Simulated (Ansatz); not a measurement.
# Nudged elastic band run: ClH$_{4}$NOSi

input.yaml

```yaml
crystal:
  periodic: [false, false, false]
  atoms:
    - { symbol: "N", position_ang: [-0.759369, 0.886026, -0.279843] }
    - { symbol: Si, position_ang: [0.534184, -0.225603, -0.115414] }
    - { symbol: O, position_ang: [0.559191, -0.883849, 1.398793] }
    - { symbol: Cl, position_ang: [0.175225, -1.641269, -1.587259] }
    - { symbol: H, position_ang: [-1.237809, 0.984221, -1.167607] }
    - { symbol: H, position_ang: [-0.800495, 1.735796, 0.271796] }
    - { symbol: H, position_ang: [1.913415, 0.27744, -0.305709] }
    - { symbol: H, position_ang: [-0.292242, -1.189862, 1.729442] }
basis:
  gaussian: { orbitals: def2-SVP }
hamiltonian:
  xc: pbe0
neb:
  order_check: false
  images: 7
  f_tol: 0.05
  max_iterations: 45
  final_atoms:
    - { symbol: "N", position_ang: [-0.75793441, 0.88583844, -0.28039875] }
    - { symbol: Si, position_ang: [0.53513339, -0.22581725, -0.11633593] }
    - { symbol: O, position_ang: [0.55835795, -0.88328846, 1.39824408] }
    - { symbol: Cl, position_ang: [0.17571948, -1.64084607, -1.58861924] }
    - { symbol: H, position_ang: [-0.79986671, 1.73286628, 0.27491249] }
    - { symbol: H, position_ang: [-1.2401277, 0.98466431, -1.16561326] }
    - { symbol: H, position_ang: [1.91485994, 0.2760741, -0.30653138] }
    - { symbol: H, position_ang: [-0.29404194, -1.18659135, 1.72854099] }
  initial_path:
    images:
      - { positions_ang: [[-0.759369, 0.886026, -0.279843], [0.534184, -0.225603, -0.115414], [0.559191, -0.883849, 1.398793], [0.175225, -1.641269, -1.587259], [-1.237809, 0.984221, -1.167607], [-0.800495, 1.735796, 0.271796], [1.913415, 0.27744, -0.305709], [-0.292242, -1.189862, 1.729442]] }
      - { positions_ang: [[-0.76555331, 0.84867954, -0.3162162], [0.5189319, -0.23539029, -0.1520773], [0.52638371, -0.82044035, 1.38025832], [0.18641599, -1.72591821, -1.50978775], [-1.04817485, 1.15360092, -1.08811957], [-0.89509216, 1.56019125, 0.3289756], [1.86987835, 0.31195933, -0.40159667], [-0.30068963, -1.14978219, 1.70276257]] }
      - { positions_ang: [[-0.77173762, 0.81133309, -0.3525894], [0.5036798, -0.24517757, -0.18874059], [0.49357643, -0.7570317, 1.36172365], [0.19760698, -1.81056743, -1.4323165], [-0.8585407, 1.32298083, -1.00863214], [-0.98968932, 1.3845865, 0.38615519], [1.82634169, 0.34647866, -0.49748435], [-0.30913725, -1.10970238, 1.67608314]] }
      - { positions_ang: [[-0.77792194, 0.77398663, -0.38896259], [0.48842769, -0.25496486, -0.22540389], [0.46076914, -0.69362306, 1.34318897], [0.20879798, -1.89521664, -1.35484525], [-0.66890655, 1.49236075, -0.92914471], [-1.08428648, 1.20898175, 0.44333479], [1.78280504, 0.380998, -0.59337202], [-0.31758488, -1.06962257, 1.64940371]] }
      - { positions_ang: [[-0.78410625, 0.73664018, -0.42533579], [0.47317559, -0.26475214, -0.26206719], [0.42796185, -0.63021441, 1.3246543], [0.21998897, -1.97986586, -1.27737401], [-0.4792724, 1.66174067, -0.84965729], [-1.17888364, 1.033377, 0.50051439], [1.73926839, 0.41551733, -0.6892597], [-0.32603251, -1.02954277, 1.62272428]] }
      - { positions_ang: [[-0.77756329, 0.77393974, -0.38910153], [0.48866504, -0.25501842, -0.22563437], [0.46056088, -0.69348292, 1.34305174], [0.2089216, -1.89511091, -1.35518531], [-0.55942098, 1.67952207, -0.56851484], [-1.19419466, 1.02119883, 0.08398247], [1.78316627, 0.38065652, -0.59357762], [-0.31803487, -1.06880491, 1.64917846]] }
      - { positions_ang: [[-0.77102033, 0.81123931, -0.35286727], [0.50415449, -0.2452847, -0.18920156], [0.4931599, -0.75675143, 1.36144919], [0.19785423, -1.81035596, -1.43299662], [-0.63956956, 1.69730347, -0.2873724], [-1.20950567, 1.00902066, -0.33254944], [1.82706416, 0.34579572, -0.49789554], [-0.31003722, -1.10806706, 1.67563263]] }
      - { positions_ang: [[-0.76447737, 0.84853887, -0.31663301], [0.51964394, -0.23555097, -0.15276874], [0.52575893, -0.82001995, 1.37984663], [0.18678685, -1.72560102, -1.51080793], [-0.71971814, 1.71508488, -0.00622996], [-1.22481668, 0.99684249, -0.74908135], [1.87096205, 0.31093491, -0.40221346], [-0.30203958, -1.14732921, 1.70208681]] }
      - { positions_ang: [[-0.75793441, 0.88583844, -0.28039875], [0.53513339, -0.22581725, -0.11633593], [0.55835795, -0.88328846, 1.39824408], [0.17571948, -1.64084607, -1.58861924], [-0.79986671, 1.73286628, 0.27491249], [-1.2401277, 0.98466431, -1.16561326], [1.91485994, 0.2760741, -0.30653138], [-0.29404194, -1.18659135, 1.72854099]] }
```

Launched with:

```bash
$ ansatz run input.yaml --threads 1 --pin off --max-ram 2048MiB --backend cpu --events-out ev --progress --plain --runs-dir out
```

Output, in part (warnings, iteration lines, the closing report on the highest movable image, with atoms numbered from 0):

```
NEB end point (image 0): max|allowed force component| = 1.389e-2 eV/Å (the criterion of neb.relax_end_points is 1.000e-2)
NEB end point (image 8): max|allowed force component| = 4.011e-3 eV/Å (the criterion of neb.relax_end_points is 1.000e-2)
NEB iter   1: max|band force component| = 1.820e2 eV/Å  barrier→ = 29.3422 eV  barrier← = 29.3422 eV  Δτ_max = 0.2000 Å  (220 SCF iters)
NEB iter   2: max|band force component| = 5.727e1 eV/Å  barrier→ = 9.1819 eV  barrier← = 9.1819 eV  Δτ_max = 0.2000 Å  (196 SCF iters)
NEB iter   3: max|band force component| = 3.413e1 eV/Å  barrier→ = 4.9198 eV  barrier← = 4.9198 eV  Δτ_max = 0.2000 Å  (185 SCF iters)
NEB iter   4: max|band force component| = 1.548e1 eV/Å  barrier→ = 1.8129 eV  barrier← = 1.8129 eV  Δτ_max = 0.1978 Å  (186 SCF iters)
NEB iter   5: max|band force component| = 6.519e0 eV/Å  barrier→ = 0.6441 eV  barrier← = 0.6442 eV  Δτ_max = 0.1539 Å  (193 SCF iters)
NEB iter   6: max|band force component| = 3.601e0 eV/Å  barrier→ = 0.2666 eV  barrier← = 0.2666 eV  Δτ_max = 0.1932 Å  (182 SCF iters)
NEB iter   7: max|band force component| = 2.225e0 eV/Å  barrier→ = 0.1556 eV  barrier← = 0.1556 eV  Δτ_max = 0.1546 Å  (187 SCF iters)
NEB iter   8: max|band force component| = 1.339e0 eV/Å  barrier→ = 0.0852 eV  barrier← = 0.0852 eV  Δτ_max = 0.0771 Å  (180 SCF iters)
NEB iter   9: max|band force component| = 4.283e-1 eV/Å  barrier→ = 0.0558 eV  barrier← = 0.0558 eV  CI = image 2  Δτ_max = 0.0895 Å  (175 SCF iters)
NEB iter  10: max|band force component| = 2.650e-1 eV/Å  barrier→ = 0.0574 eV  barrier← = 0.0574 eV  CI = image 2  Δτ_max = 0.0257 Å  (178 SCF iters)
NEB iter  11: max|band force component| = 8.321e-2 eV/Å  barrier→ = 0.0566 eV  barrier← = 0.0566 eV  CI = image 2  Δτ_max = 0.0519 Å  (166 SCF iters)
NEB iter  12: max|band force component| = 1.650e-1 eV/Å  barrier→ = 0.0557 eV  barrier← = 0.0557 eV  CI = image 2  Δτ_max = 0.0261 Å  (173 SCF iters)
NEB iter  13: max|band force component| = 9.043e-2 eV/Å  barrier→ = 0.0549 eV  barrier← = 0.0549 eV  CI = image 2  Δτ_max = 0.0260 Å  (168 SCF iters)
NEB iter  14: max|band force component| = 7.435e-2 eV/Å  barrier→ = 0.0544 eV  barrier← = 0.0545 eV  CI = image 2  Δτ_max = 0.0256 Å  (169 SCF iters)
NEB iter  15: max|band force component| = 4.121e-2 eV/Å  barrier→ = 0.0540 eV  barrier← = 0.0541 eV  CI = image 2  Δτ_max = 0.0000 Å  (344 SCF iters)
Total energy: -23985.35105271 eV, -881.4453933324 hartree
Atom 0 at    -0.639332     1.030031    -0.353414 Å, force     0.001175     0.006237     0.022756 eV/Å
Atom 1 at     0.527585    -0.194926    -0.140911 Å, force     0.007768    -0.005312     0.005497 eV/Å
Atom 2 at     0.503421    -0.686087     1.437041 Å, force     0.000181    -0.003888    -0.015574 eV/Å
Atom 3 at     0.107591    -1.807709    -1.391232 Å, force     0.004067     0.000847     0.002863 eV/Å
Atom 4 at    -0.946606     1.392688    -1.245882 Å, force    -0.000982    -0.002335    -0.012098 eV/Å
Atom 5 at    -1.211678     1.334302     0.423535 Å, force    -0.009850     0.007663    -0.004073 eV/Å
Atom 6 at     1.912992     0.213048    -0.460193 Å, force    -0.001516    -0.003024    -0.003700 eV/Å
Atom 7 at    -0.161874    -1.338446     1.675256 Å, force    -0.000843    -0.000188     0.004330 eV/Å
Dipole moment:    -0.408861     0.254909     0.106802 e Å
```

The run converged. The profile has 2 maxima (images 2, 6) with wells between them (image 4): this band takes more than one step, which may be the mechanism or a detour left from its start path. A structure lower than the last end lies on the path between it and the top, so the climb from that side starts below the end, which may itself be a saddle point or a shallow side well. A vibrational analysis at the climbing image gives one clearly imaginary mode, 211i cm⁻¹: a first-order saddle point.

Final band (atoms are numbered from 1 in the order of the input):

```json
{"image": "0", "path coordinate (Å)": "0.00", "energy (eV)": "0.000", "dihedral H5–N1–Si2–Cl4 (°)": "-25"}
{"image": "1", "path coordinate (Å)": "0.47", "energy (eV)": "0.023", "dihedral H5–N1–Si2–Cl4 (°)": "-46"}
{"image": "2", "path coordinate (Å)": "0.95", "energy (eV)": "0.054", "dihedral H5–N1–Si2–Cl4 (°)": "-48"}
{"image": "3", "path coordinate (Å)": "1.53", "energy (eV)": "0.016", "dihedral H5–N1–Si2–Cl4 (°)": "-62"}
{"image": "4", "path coordinate (Å)": "2.11", "energy (eV)": "-0.018", "dihedral H5–N1–Si2–Cl4 (°)": "-85"}
{"image": "5", "path coordinate (Å)": "2.69", "energy (eV)": "0.019", "dihedral H5–N1–Si2–Cl4 (°)": "-129"}
{"image": "6", "path coordinate (Å)": "3.27", "energy (eV)": "0.038", "dihedral H5–N1–Si2–Cl4 (°)": "-157"}
{"image": "7", "path coordinate (Å)": "3.85", "energy (eV)": "0.019", "dihedral H5–N1–Si2–Cl4 (°)": "-165"}
{"image": "8", "path coordinate (Å)": "4.43", "energy (eV)": "0.000", "dihedral H5–N1–Si2–Cl4 (°)": "-175"}
```

Run time: 12 min on 1 thread of Intel(R) Xeon(R) Processor @ 2.50GHz (Skylake/Cascade Lake), on a shared host, peak memory 0.17 GiB.
